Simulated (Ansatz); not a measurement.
Geometry optimisation, RHF/def2-SVP (Ansatz).

Input file:

```yaml
crystal:
  periodic: [false, false, false]
  atoms:
    - { symbol: Ge, position_ang: [0.0, 0.0, 0.0] }
    - { symbol: F, position_ang: [0.0, 0.0, 2.03] }
    - { symbol: F, position_ang: [1.5842, 0.0, -0.5594] }
    - { symbol: H, position_ang: [-0.73, 1.2648, -0.5162] }
    - { symbol: H, position_ang: [-0.73, -1.2648, -0.5162] }
    - { symbol: Cl, position_ang: [-2.3914, 0.0, 0.7946] }
    - { symbol: H, position_ang: [-1.1996, 0.0, 1.915] }
basis:
  gaussian: { orbitals: def2-SVP }
hamiltonian:
  xc: hf
relax:
  f_tol: 0.15
  max_steps: 25
  restrain:
    - { distance: [0, 5], at: 3.42, k: 30.0 }
    - { distance: [6, 1], at: 2.12, k: 30.0 }
    - { distance: [0, 1], at: 1.68, k: 30.0 }
    - { distance: [6, 5], at: 1.37, k: 30.0 }
output:
  orbitals: {}
```

Launched with:

```bash
$ ansatz run input.yaml --threads 2 --pin off --max-ram 3072MiB --backend cpu --events-out ev --progress --plain --runs-dir out
```

Task: Where does it end, and by what steps?

Result: It converged. The restraints hold the end off the free minimum. After 7 steps the energy has fallen by 2.659 eV (the restraints' own energy left out); Cl6 moved furthest, 0.76 Å. Parted: Ge1–Cl6 (2.52 → 3.42 Å).

| step | energy less start (eV) | largest force component (eV/Å) | accepted |
| --- | --- | --- | --- |
| 0 | 0.0000 | 2.598 | yes |
| 1 | -0.5698 | 4.822 | yes |
| 2 | -1.3565 | 6.471 | yes |
| 3 | -2.1415 | 4.357 | yes |
| 4 | -2.6110 | 1.055 | yes |
| 5 | -2.6417 | 1.274 | yes |
| 6 | -2.6408 | 1.212 | no |
| 7 | -2.6588 | 1.201 | yes |

```xyz
7
Properties=species:S:1:pos:R:3
Ge 0.169 0.000 -0.136
F 0.161 0.000 1.568
F 1.839 0.000 -0.525
H -0.415 1.307 -0.621
H -0.415 -1.307 -0.621
Cl -2.923 0.000 1.335
H -1.881 0.000 2.148
```

Time of the run: 8.8 s on 2 threads of Arm Neoverse V2 (shared host), peak memory 0.19 GiB.
